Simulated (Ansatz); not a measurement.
Consider the homolysis of the Si–Si bond: `C[SiH2][SiH2][SiH3]` → `C[SiH2]`• + `[SiH2][SiH3]`•.

Computed with Ansatz on PBE0-D4/def2-TZVP structures; ΔE is electronic, products minus reactants. CCSD(T)/CBS adds triple-zeta CCSD(T) − MP2 to the extrapolated MP2 energy (def2 sets, frozen cores). DFT in def2-TZVPP. HSE06 is defined as in plane-wave codes. No spin–orbit coupling; open shells (•) take unrestricted orbitals. Each species was taken in one conformer, which may not be the lowest.

CCSD(T)/CBS gives +3.43 eV.

**Question.** Another level gave +3.28 eV. Which?
A. BLYP/def2-TZVPP
B. r2SCANh/def2-TZVPP
C. HSE06-D4/def2-TZVPP
D. BLYP-D4/def2-TZVPP

**Answer.** C. HSE06-D4 3.28, r2SCANh 3.11, BLYP-D4 3.16, BLYP 2.97 eV.

**Question.** What do rigid-rotor, harmonic-oscillator terms from PBE0-D4/def2-TZVP frequencies (298.15 K, 1 bar) make of the CCSD(T)/CBS value? (Best estimate.)

**Answer.** Ansatz gave: ΔZPE = -0.13 eV, ΔH = +3.32 eV, ΔS = 168 J/(mol·K), ΔG = +2.80 eV. Open shells count their whole term as degenerate. Modes under 50 cm⁻¹ make the entropy rough.

Largest T1 diagnostic among the species: 0.015.

Leaving LDA and LC-ωPBE aside and taking each functional with its dispersion term where it has one, the values, not all of them listed here, spread over 0.33 eV, from r2SCAN-D4 to ωB97X-V. LDA lies +0.49 eV from PBE without D4, its usual overbinding. In def2-TZVPP, CCSD(T) changes the Hartree–Fock value by +0.92 eV (the triples alone add +0.08 eV) and MP2 by +0.94 eV; breaking electron pairs costs correlation energy, which Hartree–Fock lacks. At CCSD(T), def2-SVP lies −0.27 eV from the extrapolated value and def2-TZVPP −0.12 eV: correlation converges slowly with the basis, and small sets miss more of it in the bonded molecule than in its fragments.

CCSD(T)/CBS has its own doubt, a few kJ/mol and more with outer-core shells, so smaller differences from it don't rank the levels.
